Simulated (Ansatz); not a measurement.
C₂H₃AlCl₂O, SMILES `ClC1[CH2][Al]([Cl])[O]1`, relaxed with RKS PBE-D4/def2-SVP in Ansatz 0.2.0 from a rough embedded geometry. The force threshold is 0.03 eV/Å; the program also tests the step.

Total charge 0; spin multiplicity 1.

Start:

```xyz
9

Cl    1.236    1.027   -2.033
C    -0.040    0.200   -1.015
C    -0.002    0.682    0.417
Al    0.337   -1.160    1.012
Cl   -0.796   -2.339    2.515
O     0.234   -1.191   -0.881
H    -1.025    0.355   -1.434
H     0.950    1.312    0.674
H    -0.894    1.115    0.746
```

```
         step  energy (eV)  largest force (eV/Å)  largest move (Å)
            1  -35782.0871                 3.504             0.000
            2  -35782.8193                 1.409             0.195
            3  -35783.0083                 0.460             0.142
            4  -35783.0430                 0.308             0.133
            5  -35783.0790                 0.193             0.140
            6  -35783.0896                 0.156             0.077
            7  -35783.0959                 0.122             0.081
            8  -35783.1005                 0.120             0.080
            9  -35783.1051                 0.143             0.102
           10  -35783.1070                 0.091             0.032
           11  -35783.1073                 0.115             0.032
           12  -35783.1080                 0.030             0.012
13 (rejected)  -35783.1079                 0.046             0.004
           14  -35783.1081                 0.006             0.002
```

End:

```xyz
9

Cl    1.577    0.441   -1.744
C    -0.073    0.186   -0.954
C    -0.057    0.805    0.471
Al   -0.048   -1.096    0.931
Cl   -0.020   -2.601    2.384
O    -0.338   -1.188   -0.812
H    -0.791    0.652   -1.661
H     0.774    1.501    0.678
H    -1.024    1.299    0.706
```

It took 10 s on 4 threads of an Intel Xeon 6975P-C on a shared host, with 0.18 GiB of host memory at the peak.
